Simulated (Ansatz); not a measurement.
Geometry optimisation, Ansatz, DFT PBE-D3(BJ), scalar-relativistic, plane waves, PAW.

Input file:

```yaml
crystal:
  lattice:
    - [5.9, 0.0, 0.0]
    - [-4.425, 7.664325, 0.0]
    - [0.0, 0.0, 4.6846]
  atoms:
    - { symbol: Ti, position: [0.0, 0.0, 0.0] }
    - { symbol: Ti, position: [0.16666666, 0.22222222, 0.5] }
    - { symbol: Ti, position: [-1.0e-08, 0.33333333, 0.0] }
    - { symbol: Ti, position: [0.16666666, 0.55555554, 0.5] }
    - { symbol: Ti, position: [-1.0e-08, 0.66666665, 0.0] }
    - { symbol: Ti, position: [0.16666665, 0.88888887, 0.5] }
    - { symbol: Ti, position: [0.5, 0.0, 0.0] }
    - { symbol: Ti, position: [0.66666666, 0.22222222, 0.5] }
    - { symbol: Ti, position: [0.49999999, 0.33333333, 0.0] }
    - { symbol: Ti, position: [0.66666666, 0.55555554, 0.5] }
    - { symbol: Ti, position: [0.49999999, 0.66666665, 0.0] }
    - { symbol: Ti, position: [0.66666665, 0.88888887, 0.5] }
    - { symbol: H, position: [0.49415912, 0.33389628, 0.38331301] }
basis:
  ecutwfc: 420.0
kpoints:
  mp_grid: { grid: [3, 2, 4] }
hamiltonian:
  xc: pbe
  dispersion: d3bj
scf:
  occupations: { method: fermi_dirac, width: 0.05 }
  lower_state_search: "off"
relax:
  f_tol: 0.03
  max_steps: 60
  adjacent_minimum: "off"
output:
  write_density: true
  write_potential: true
  elf: true
  volumetric_format: npy
```

Launched with:

```bash
$ ansatz run input.yaml --threads 4 --pin off --max-ram 10240MiB --backend cpu --events-out ev --progress --plain --runs-dir out
```

Q: Where does it end, and by what steps?

A: The run converged. Limits of this set-up: coarse k mesh, odd electron count without spin. After 3 steps the energy has fallen by 0.102 eV; Ti10 moved furthest, 0.10 Å.

```
step  energy less start (eV)  largest force component (eV/Å)  accepted
   0                  0.0000                           0.811       yes
   1                 -0.0805                           0.374       yes
   2                 -0.1000                           0.053       yes
   3                 -0.1016                           0.025       yes
```

```xyz
13
Lattice="5.9000 0.0000 0.0000 -4.4250 7.6643 0.0000 0.0000 0.0000 4.6846" Properties=species:S:1:pos:R:3
Ti -0.019 -0.028 -0.050
Ti -0.043 1.665 2.367
Ti -1.479 2.536 -0.008
Ti -1.478 4.261 2.353
Ti -2.937 5.138 0.007
Ti -2.944 6.824 2.321
Ti 2.959 -0.004 -0.031
Ti 2.985 1.672 2.374
Ti 1.470 2.544 -0.023
Ti 1.483 4.334 2.402
Ti -0.015 5.116 -0.005
Ti -0.014 6.802 2.311
H 1.471 2.575 1.832
```

The run took 9 s on 4 threads of AMD EPYC 9R45 96-Core Processor (Zen 5) (shared host), peak memory 0.91 GiB.
